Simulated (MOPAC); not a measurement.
Input file for MOPAC: AM1 on BSb, 2S+1 = 3, a spin state set in the input, which need not be the lowest, a point of a bond scan (R = 2.059 Å).

```
AM1 1SCF PRECISE CHARGE=0 UHF MS=1 THREADS=1
BSb

B      0.00000000 1     0.00000000 1     0.00000000 1
Sb     0.00000000 1     0.00000000 1     2.05916700 1
```

The log:

```
*******************************************************************************
 **                                                                           **
 **                              MOPAC v23.2.5                                **
 **                                                                           **
 *******************************************************************************
 ** MOPAC's Digital Object Identifier: https://doi.org/10.5281/zenodo.6511958 **
 **                                                                           **
 ** Please cite the open-source release paper for use of this MOPAC version:  **
 ** J. E. Moussa and J. J. P. Stewart (2026)                                  **
 ** MOPAC: An open-source semiempirical molecular orbital program             **
 ** J. Open Source Softw., 11(119), 8025, https://doi.org/10.21105/joss.08025 **
 *******************************************************************************

                              AM1 CALCULATION RESULTS

 *******************************************************************************
 *  AM1        - The AM1 Hamiltonian to be used
 *  UHF        - UNRESTRICTED HARTREE-FOCK CALCULATION
 *
 *
 *
 *                 CHARGE ON SYSTEM = 0
 *
 *
 *
 *  MS=        - IN MECI, MAGNETIC COMPONENT OF SPIN =  1.0
 *  PRECISE    - TIGHTER CRITERIA TO BE USED
 *  1SCF       - DO 1 SCF AND THEN STOP
 *  THREADS=1  - MULTI-THREADING NOT USED
 *  T=         - A TIME OF 172800.0 SECONDS REQUESTED
 *  DUMP=N     - RESTART FILE WRITTEN EVERY 7200.0 SECONDS REQUESTED
 *******************************************************************************
AM1 1SCF PRECISE CHARGE=0 UHF MS=1 THREADS=1
 BSb

   ATOM   CHEMICAL          X               Y               Z
  NUMBER   SYMBOL      (ANGSTROMS)     (ANGSTROMS)     (ANGSTROMS)

     1       B          0.00000000  *   0.00000000  *   0.00000000  *
     2      Sb          0.00000000  *   0.00000000  *   2.05916700  *



          CARTESIAN COORDINATES

    NO.       ATOM           X           Y           Z

     1         B          0.0000      0.0000      0.0000
     2        Sb          0.0000      0.0000      2.0592

  B: (AM1): M.J.S. DEWAR ET AL, ORGANOMETALLICS, 7, 513-521 (1988)
 Sb: (AM1): J. J. P. STEWART, J. MOL. MOD., 10, 155-164 (2004)

           Empirical Formula: B Sb  =     2 atoms



      MOLECULAR POINT GROUP   :   C*v


          UHF CALCULATION, NO. OF ALPHA ELECTRONS =    5
                           NO. OF BETA  ELECTRONS =    3

 -------------------------------------------------------------------------------
 AM1 1SCF PRECISE CHARGE=0 UHF MS=1 THREADS=1
 BSb



     1SCF WAS SPECIFIED, SO BFGS WAS NOT USED
     SCF FIELD WAS ACHIEVED


                              AM1 CALCULATION
                                                       MOPAC v23.2.5 Linux




          FINAL HEAT OF FORMATION =        125.07325 KCAL/MOL =     523.30648 KJ/MOL


          COSMO AREA              =         97.13 SQUARE ANGSTROMS
          COSMO VOLUME            =         86.15 CUBIC ANGSTROMS

          IONIZATION POTENTIAL    =          7.323295 EV
          ALPHA SOMO LUMO (EV)    =         -7.323  1.159
          BETA  SOMO LUMO (EV)    =         -8.018 -1.177
          NO. OF ALPHA ELECTRONS  =          5
          NO. OF BETA  ELECTRONS  =          3
          MOLECULAR WEIGHT        =        132.5600         POINT GROUP:  C*v

          MOLECULAR DIMENSIONS (Angstroms)

            Atom       Atom       Distance
           Sb     2    B     1     2.05917
           Sb     2    B     1     0.00000
            B     1   Sb     2     0.00000


          SCF CALCULATIONS        =          1





   ATOM   CHEMICAL          X               Y               Z
  NUMBER   SYMBOL      (ANGSTROMS)     (ANGSTROMS)     (ANGSTROMS)

     1       B          0.00000000  *   0.00000000  *   0.00000000  *
     2      Sb          0.00000000  *   0.00000000  *   2.05916700  *

                             CARTESIAN COORDINATES

   1    B        0.000000000     0.000000000     0.000000000
   2   Sb        0.000000000     0.000000000     2.059167000


           Empirical Formula: B Sb  =     2 atoms



      MOLECULAR POINT GROUP   :   C*v


          ALPHA EIGENVALUES
 -20.81434 -15.10513  -7.81941  -7.32330  -7.32330   1.15940   1.15940   2.49040


           BETA EIGENVALUES
 -19.98006 -14.52145  -8.01815  -1.17657  -1.17657   1.49642   1.49642   2.51308


              NET ATOMIC CHARGES AND DIPOLE CONTRIBUTIONS

  ATOM NO.   TYPE          CHARGE      No. of ELECS.   s-Pop       p-Pop
    1          B           0.341947        2.6581     1.96820     0.68986
    2         Sb          -0.341947        5.3419     1.95206     3.38989
 DIPOLE           X         Y         Z       TOTAL
 POINT-CHG.     0.000     0.000    -3.382     3.382
 HYBRID        -0.000    -0.000    -0.070     0.070
 SUM           -0.000    -0.000    -3.452     3.452


          ATOMIC ORBITAL ELECTRON POPULATIONS

     Atom    s        px        py        pz
    1  B   1.96820   0.07573   0.07573   0.53839
    2 Sb   1.95206   0.92427   0.92427   1.54135


                    (SZ)    =    1.000000
                    (S**2)  =    2.004725


          ATOMIC ORBITAL SPIN POPULATIONS

    Atom   Total    s     px     py     pz
         Atomic
    1  B  0.2028 -0.004  0.076  0.076  0.056
    2 Sb  1.7972  0.003  0.924  0.924 -0.055

 **********************
 *                    *
 * JOB ENDED NORMALLY *
 *                    *
 **********************




 == MOPAC DONE ==
```

The run finished.

Cost: about 0.020 core-seconds (a rough figure).
